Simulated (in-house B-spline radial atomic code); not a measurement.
How numerical settings move a run on neutral neodymium, [Xe] 4f4 6s2. Computed with a B-spline radial code for spherical atoms: Dirac-Kohn-Sham PBE0, spherical fractional occupations, Fermi nucleus of rms radius 4.9123 fm.

Command:
```bash
python run_scf.py task.json out
```
Settings of the sound reference run:
```
Z                60
electrons        60
configuration    [Xe] 4f4 6s2
hamiltonian      dirac
method           pbe0
spin_polarised   False
nucleus          fermi
rms_radius       4.9123
mass_number      142
atomic_mass      141.9077
speed_of_light   137.036
knot_spacing     0.22
spline_order     8
gauss_points     12
box_radius       50
max_iterations   70
damping          0.5
damped_steps     3
diis_vectors     10
tolerance        1e-08
start            Thomas-Fermi
```

Cost of the run: 3.9 s on 1 thread of Intel(R) Xeon(R) Platinum 8488C (shared host).

It converges in 14 iterations to -9628.811818 hartree, with 4f7/2 at -0.647999 eV. The other runs change the listed settings, some to values that make no sense; their results aren't properties of the atom or ion. Radii are in bohr (the nuclear one in fm), a minus after a letter asks for a j subshell, and «unchanged» means within 1e-8 hartree. The run stops when the residual is below 10 × tolerance × max(1, Z/10), or a noise floor if that is larger, and the energy moves by less than 1e-8 × √|E| hartree; so very loose and very tight tolerances often act alike.

| changed settings | outcome |
| --- | --- |
| first_knot = 0.005, max_iterations = 12, diis_vectors = 20, start = bare nucleus | not converged after 12 iterations, last residual 5.5e-04, last energy -2.29e-01 hartree from the reference |
| electrons = 61, configuration = [Xe] 4f4 6s3, max_iterations = 50 | stopped with error: shell 6s holds at most 2 electrons |
| spline_order = 3, box_radius = 2, max_iterations = 50, damped_steps = 8, tolerance = 1e-10 | converged in 12 iterations, energy +2.88e+01 hartree from the reference, 4f7/2 level +7.7e+01 eV (the program warns: 4f7/2 has a positive eigenvalue: unbound, held by the box; 5s1/2 has a positive eigenvalue: unbound, held by the box) |
| method = tpss,tpss | stopped with error: meta-GGAs are not served with the Dirac Hamiltonian |
| first_knot = 0.05 | converged in 14 iterations, energy +3.53e+01 hartree from the reference, 4f7/2 level -2.8e-01 eV |
| first_knot = 0.00167 | converged in 14 iterations, energy -1.24e-01 hartree from the reference, 4f7/2 level +1.8e-04 eV |
| box_radius = 25 | converged in 12 iterations, energy +3.05e-08 hartree from the reference, 4f7/2 level +1.1e-06 eV |
| box_radius = 3 | converged in 9 iterations, energy +4.49e+00 hartree from the reference, 4f7/2 level +2.4e+01 eV (the program warns: 4f7/2 has a positive eigenvalue: unbound, held by the box; 4f5/2 has a positive eigenvalue: unbound, held by the box) |
| first_knot = 0.0167 | converged in 14 iterations, energy +2.95e+00 hartree from the reference, 4f7/2 level -2.0e-02 eV |
| box_radius = 15 | converged in 12 iterations, energy +4.06e-05 hartree from the reference, 4f7/2 level +7.5e-03 eV (the program warns: 4f7/2 reaches the box edge; 4f5/2 reaches the box edge) |
| first_knot = 1.67e-05 | converged in 14 iterations, energy -2.10e-06 hartree from the reference, 4f7/2 level -4.8e-06 eV |
| first_knot = 0.005 | converged in 14 iterations, energy -2.29e-01 hartree from the reference, 4f7/2 level -4.7e-04 eV |
| box_radius = 10 | converged in 11 iterations, energy +4.32e-03 hartree from the reference, 4f7/2 level +2.6e-01 eV (the program warns: 4f7/2 reaches the box edge; 4f5/2 reaches the box edge) |
| electrons = 68, configuration = [Xe] 4f4 6s2 8s2 8p6, max_iterations = 50 | not converged after 50 iterations, last residual 1.6e-01 |
| first_knot = 0.000167 | converged in 14 iterations, energy +3.86e-06 hartree from the reference, 4f7/2 level +2.9e-07 eV |
| max_iterations = 50, diis_vectors = 4, start = bare nucleus | converged in 16 iterations, energy unchanged, 4f7/2 level +4.9e-05 eV |

Question: What happens with first_knot = 1.67e-06?

Answer: Converged in 13 iterations, energy +6.57e-07 hartree from the reference, 4f7/2 level +1.7e-04 eV.

Question: What happens with start = bare nucleus?

Answer: Converged in 16 iterations, energy unchanged, 4f7/2 level +2.3e-05 eV.

Question: What happens with box_radius = 7.5?

Answer: Converged in 11 iterations, energy +4.01e-02 hartree from the reference, 4f7/2 level +1.2e+00 eV (the program warns: 4f7/2 has a positive eigenvalue: unbound, held by the box; 4f5/2 has a positive eigenvalue: unbound, held by the box).

Question: What happens with box_radius = 2?

Answer: Converged in 8 iterations, energy +2.67e+01 hartree from the reference, 4f7/2 level +7.4e+01 eV (the program warns: 4f7/2 has a positive eigenvalue: unbound, held by the box; 5s1/2 has a positive eigenvalue: unbound, held by the box).
